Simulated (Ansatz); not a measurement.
Calculated with Ansatz (gas phase, PBE0-D4/def2-TZVP geometries, no zero-point term in ΔE). CCSD(T)/CBS adds triple-zeta CCSD(T) − MP2 to the extrapolated MP2 energy (def2 sets, frozen cores). This one scheme is used for every species. Functionals use def2-TZVPP. B3LYP here is the variant with VWN-RPA as its local correlation; programs differ in this. HSE06 is defined as in plane-wave codes. One conformer a species, not always the lowest.

`C[Si](Cl)(Cl)c1ccccc1` + CH₄ → `C[Si](C)(Cl)Cl` + `c1ccccc1`  (formal exchange of groups at the Si–C bond)

Task: Is it downhill or uphill in electronic energy at CCSD(T)/CBS, and by how much? (Best estimate.)

Result: The calculation gave: Uphill: ΔE = +0.03 eV.

Task: What do these levels give: PBE-D4, BLYP-D4, BHLYP-D4, ωB97X-V, ωB97M-V, PBE, B3LYP, HSE06, HF/def2-SVP, HF/def2-TZVPP, SCS-MP2/def2-TZVPP, MP2/CBS(def2)? (Best estimate.)

Result: Ansatz gave: PBE-D4 0.04, BLYP-D4 0.10, BHLYP-D4 0.04, ωB97X-V 0.00, ωB97M-V 0.00, PBE -0.05, B3LYP -0.08, HSE06 -0.06, HF/def2-SVP -0.07, HF/def2-TZVPP -0.12, SCS-MP2/def2-TZVPP 0.08, MP2/CBS(def2) 0.09 eV.

Largest T1 diagnostic among the species: 0.010.

Leaving LDA and LC-ωPBE aside and taking each functional with its dispersion term where it has one, the values, not all of them listed here, spread over 0.11 eV, from B2PLYP to BLYP-D4. LDA lies +0.04 eV from PBE without D4. In def2-TZVPP, CCSD(T) changes the Hartree–Fock value by +0.17 eV (the triples alone add +0.05 eV) and MP2 by +0.24 eV. At CCSD(T), def2-SVP lies +0.06 eV from the extrapolated value and def2-TZVPP +0.02 eV.
